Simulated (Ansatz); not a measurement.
Basis sets compared for BiH2Cl. Total charge 0; singlet. Geometry PBE0-D4/def2-TZVP. Ansatz on 4 threads of Arm Neoverse V2 on a shared host; times are rough, and most runs start from earlier orbitals.

```tsv
atom	x (Å)	y (Å)	z (Å)
Bi1	-0.6112	-0.0200	0.5758
H2	-0.3471	1.4798	-0.3685
H3	-0.8191	-0.9307	-0.9533
Cl4	1.7774	-0.5291	0.7460
```

In the def2 sets Bi takes a core potential; there is no spin–orbit coupling.

Binding counts from free atoms (Bi quartet, H doublet, Cl doublet) in the same basis, without a counterpoise term.

```
           level  functions  energy (Eh)  HOMO (eV)  LUMO (eV)  binding per atom (eV)  wall time
 PBE-D4/def2-SVP         54    -675.7311      -6.39      -2.37                   2.08      0.3 s
PBE0-D4/def2-SVP         54    -675.7447      -7.63      -1.63                   1.99     0.45 s
```

**Question.** Estimate the rows for PBE-D4/def2-TZVP, PBE0-D4/def2-TZVP.

**Answer.** 
```json
{"level": "PBE-D4/def2-TZVP", "functions": "99", "energy (Eh)": "-675.9075", "HOMO (eV)": "-6.65", "LUMO (eV)": "-2.57", "binding per atom (eV)": "2.13", "wall time": "0.5 s"}
{"level": "PBE0-D4/def2-TZVP", "functions": "99", "energy (Eh)": "-675.9176", "HOMO (eV)": "-7.81", "LUMO (eV)": "-1.81", "binding per atom (eV)": "2.04", "wall time": "0.75 s"}
```
